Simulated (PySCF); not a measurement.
Species: C₅H₁₀AsN.
Numbering: `[CH3:1][CH2:2][As:3]([CH3:4])[CH2:5][C:6]#[N:7]` (hydrogens: H8, H9, H10 on C1; H11, H12 on C2; H13, H14, H15 on C4; H16, H17 on C5)

All values: PBE0/def2-SVPD (PySCF, non-relativistic), on one gas-phase PBE0-D3(BJ)/def2-SVP geometry that isn't relaxed in the solvent. The solvent is an IEF-PCM continuum (Bondi radii, 1.10 Å for H, scaled by 1.2), and excitations are vertical TDDFT with non-equilibrium linear response and a frozen core. The model holds no explicit solvent molecules, cavitation or dispersion. Spin–orbit coupling is left out although an atom past zinc is present.

Gas-phase singlets (H = HOMO, L = LUMO):

| state | E (eV) | λ (nm) | f | leading configuration |
| --- | --- | --- | --- | --- |
| S1 | 6.001 | 207 | 0.085 | H→L 97% |
| S2 | 6.424 | 193 | 0.062 | H→L+1 74% |
| S3 | 6.482 | 191 | 0.055 | H→L+2 74% |
| S4 | 6.786 | 183 | 0.015 | H→L+3 94% |
| S5 | 7.023 | 177 | 0.067 | H→L+4 95% |

**Question.** How does the list change in benzene (ε = 2.271)?

**Answer.** 
| state | E (eV) | λ (nm) | f | leading configuration | change by rank (eV) |
| --- | --- | --- | --- | --- | --- |
| S1 | 5.893 | 210 | 0.122 | H→L 98% | -0.108 |
| S2 | 6.334 | 196 | 0.101 | H→L+1 97% | -0.090 |
| S3 | 6.524 | 190 | 0.075 | H→L+2 94% | +0.042 |
| S4 | 6.670 | 186 | 0.017 | H→L+3 95% | -0.116 |
| S5 | 6.986 | 177 | 0.106 | H→L+4 93% | -0.037 |

**Question.** Give the list for dimethylsulfoxide (ε = 46.83), n² = 2.19.

**Answer.** 
| state | E (eV) | λ (nm) | f | leading configuration | change by rank (eV) |
| --- | --- | --- | --- | --- | --- |
| S1 | 5.831 | 213 | 0.109 | H→L 98% | -0.170 |
| S2 | 6.298 | 197 | 0.088 | H→L+1 96% | -0.126 |
| S3 | 6.530 | 190 | 0.009 | H→L+2 96% | +0.048 |
| S4 | 6.649 | 186 | 0.120 | H→L+3 94% | -0.137 |
| S5 | 7.021 | 177 | 0.072 | H→L+4 92% | -0.002 |

**Question.** The ground-state energy changes by -0.349 eV from gas to dimethylsulfoxide. By how much does the total energy of gas-phase S1 change?

**Answer.** E(S1) = E(S0) + excitation energy, so it changes by -0.349 − 0.170 = -0.519 eV: it is lowered more than the ground state, which is what a red shift means. This is the vertical state, with the slow part of the continuum still set for S0.

**Question.** How do the frontier levels move from gas to dimethylsulfoxide?

**Answer.** 
```tsv
orbital	gas (eV)	solvent (eV)	change (eV)
LUMO+2	0.36	0.76	+0.40
LUMO+1	0.31	0.52	+0.21
LUMO	-0.03	0.10	+0.13
HOMO	-7.16	-6.91	+0.25
HOMO-1	-8.55	-8.39	+0.16
HOMO-2	-9.06	-8.81	+0.25
HOMO-3	-9.36	-9.51	-0.15
```

The HOMO–LUMO gap goes from 7.13 to 7.01 eV. Rows go by rank; for HOMO-1, LUMO, LUMO+1 and LUMO+2 the atom shares or the degeneracy differ between the runs, so the row needn't follow one orbital.

Shape of the structure used: `[CH3:1][CH2:2][As:3]([CH3:4])[CH2:5][C:6]#[N:7]`: C1–C2–As3–C4 178°, C2–As3–C5–C6 -74°.
